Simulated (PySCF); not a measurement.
Computed IR spectrum (relative IR intensity) of a molecule CH₇NSi₃. Coordinates come from a PBE-D3(BJ)/def2-SVP optimisation. One conformer was computed; it need not be the lowest. Calculation: PySCF with PBE-D3(BJ)/def2-SVP. Frequencies are harmonic and unscaled.

Lines under 2 % of the strongest are left out, and lines within 2 cm⁻¹ are merged.

```tsv
ν (cm⁻¹)	relative intensity
200	6.4
396	6.1
413	2.4
454	3.8
484	4.4
523	4.2
554	3.9
591	13
644	6.9
676	46
727	22
744	49
824	100
872	8.4
896	44
901	17
1243	3.6
1540	18
2121	52
2137	7.6
2144	62
2149	25
2165	33
2170	40
2937	31
```

Which molecule gave these data?
A) [SiH3][Si@@H]1C=N[SiH2]1
B) [SiH3][Si@H]1N=C[SiH2]1
C) C1=N[SiH2][SiH2][SiH2]1
D) [SiH3]C1=N[SiH2][SiH2]1

B, [SiH3][Si@H]1N=C[SiH2]1
